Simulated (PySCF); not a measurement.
`C=C[C@@H]1C=C1CC=O`. Structure optimised with GFN2-xTB, isolated species.

```
atom  x, y, z in Å
C1     2.5051    1.0861    0.3660
C2     1.5976    0.3339   -0.2350
C3     0.7689   -0.6694    0.4511
C4     0.2267   -1.8590   -0.3137
C5    -0.6427   -0.9409   -0.0216
C6    -1.9956   -0.3718   -0.0318
C7    -2.0287    1.0235   -0.6105
O8    -2.7778    1.8876   -0.2601
H9     2.6937    1.0017    1.4234
H10    3.0937    1.8115   -0.1680
H11    1.4251    0.4298   -1.3005
H12    0.9954   -0.7860    1.5088
H13    0.4902   -2.7898   -0.7508
H14   -2.6541   -0.9931   -0.6501
H15   -2.4094   -0.3413    0.9807
H16   -1.2957    1.1861   -1.4231
```

Task: Give the dihedral angles C5–C3–C4–H13, C2–C3–C5–C4, H15–C6–C7–O8.

Result: C5–C3–C4–H13 180° (antiperiplanar); C2–C3–C5–C4 106° (anticlinal); H15–C6–C7–O8 -24° (synperiplanar). Dihedral signs follow IUPAC: positive where, seen along the central bond, the front bond turns clockwise onto the rear one.

Task: What is the repulsion energy of the bare nuclei, Σ ZA·ZB/RAB?

Result: 322.27 Eh over 120 pairs, with full nuclear charges and distances in bohr; the largest single term is 21.24 Eh (C7 with O8).

Task: How far apart are these pairs, which share no bond: C2···H10, C4···H11, C4···H16, C6···H10, O8···H14, H11···H13?

Result: C2···H10 2.104 Å (2 bonds apart); C4···H11 2.766 Å (3 bonds apart); C4···H16 3.581 Å (4 bonds apart); C6···H10 5.540 Å (5 bonds apart); O8···H14 2.910 Å (3 bonds apart); H11···H13 3.397 Å (4 bonds apart).

Task: What are the angles C2–C1–H10, C2–C3–C5, C4–C3–C5, C5–C6–C7, C7–C6–H14, C7–C6–H15?

Result: From the scalar product of the two bond vectors; for C2–C1–H10 it is -0.7589 Å² over 1.3231 × 1.0760 Å², cos θ = -0.5330. C2–C1–H10 122.2°; C2–C3–C5 120.1°; C4–C3–C5 50.8°; C5–C6–C7 112.4°; C7–C6–H14 107.1°; C7–C6–H15 108.7°.

Task: Write the matrix of distances between heavy atoms (Å, lower triangle).

Result: 
```
C1    0.000
C2    1.323  0.000
C3    2.471  1.471  0.000
C4    3.785  2.587  1.515  0.000
C5    3.764  2.586  1.513  1.298  0.000
C6    4.748  3.667  2.822  2.689  1.468  0.000
C7    4.638  3.710  3.438  3.672  2.475  1.511  0.000
O8    5.380  4.643  4.430  4.803  3.552  2.402  1.196  0.000
```

Not checked by GFN2-xTB frequencies. The numbers are those of one conformer.

All values are computed, not measured.
